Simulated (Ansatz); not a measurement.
Mulliken charges of AlBH4S2, SMILES `[AlH2][S]BS` from PBE/def2-TZVPP in Ansatz (PBE0-D4/def2-TZVP geometry).

```json
{"atom": "Al1", "x (Å)": "-0.778", "y (Å)": "1.516", "z (Å)": "-0.087", "charge (e)": "0.349"}
{"atom": "S2", "x (Å)": "1.249", "y (Å)": "0.811", "z (Å)": "0.348", "charge (e)": "-0.185"}
{"atom": "B3", "x (Å)": "1.272", "y (Å)": "-0.993", "z (Å)": "0.223", "charge (e)": "0.040"}
{"atom": "S4", "x (Å)": "-0.011", "y (Å)": "-2.164", "z (Å)": "-0.165", "charge (e)": "-0.140"}
{"atom": "H5", "x (Å)": "-1.950", "y (Å)": "0.514", "z (Å)": "-0.441", "charge (e)": "-0.126"}
{"atom": "H6", "x (Å)": "-0.976", "y (Å)": "3.079", "z (Å)": "-0.022", "charge (e)": "-0.098"}
{"atom": "H7", "x (Å)": "2.332", "y (Å)": "-1.498", "z (Å)": "0.438", "charge (e)": "0.036"}
{"atom": "H8", "x (Å)": "-1.046", "y (Å)": "-1.322", "z (Å)": "-0.350", "charge (e)": "0.125"}
```

Task: By hand: the dipole of these point charges (1 e Å = 4.8032 D).

Result: Σ q r = (-0.156, 0.057, -0.033) e Å, of length 0.169 e Å = 0.81 D.

Task: How does the dipole of the full density compare? (Best estimate.)

Result: The calculation gave: (-0.298, 0.138, -0.061) e Å, 1.60 D; the point charges give 0.51 times that, at 5° from its direction.

Point charges leave out the atoms' own dipoles, such as those of lone pairs, and Mulliken's split depends on the basis, so the two needn't agree.
